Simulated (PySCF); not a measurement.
Bi(F)3 anion (BiF₃), SMILES [F][Bi]([F])[F] (connectivity only; charge and spin as stated), charge -1, multiplicity 2.

Geometry: PBE-D3(BJ)/def2-SVPD. The spin state was assumed, not searched. The isomer is the one that the SMILES or the coordinates give; other isomers of the formula were not compared. The def2 effective core potentials stand for the cores of Bi; spin–orbit coupling is left out.

Method: PySCF with PBE-D3(BJ)/def2-SVPD.

Frequencies are harmonic and unscaled.

Modes within 1.5 cm⁻¹ of each other (mostly degenerate sets) share a row, with their intensities summed.

```json
[
 {"mode": "1–2", "ν (cm⁻¹)": "63", "IR (km/mol)": "5.7", "moving atoms (share of kinetic energy)": "F 93 %"},
 {"mode": "3", "ν (cm⁻¹)": "88", "IR (km/mol)": "28.3", "moving atoms (share of kinetic energy)": "F 79 %, Bi 21 %"},
 {"mode": "4–5", "ν (cm⁻¹)": "381", "IR (km/mol)": "387.0", "moving atoms (share of kinetic energy)": "F 86 %, Bi 14 %"},
 {"mode": "6", "ν (cm⁻¹)": "417", "IR (km/mol)": "0.0", "moving atoms (share of kinetic energy)": "F 100 %"}
]
```
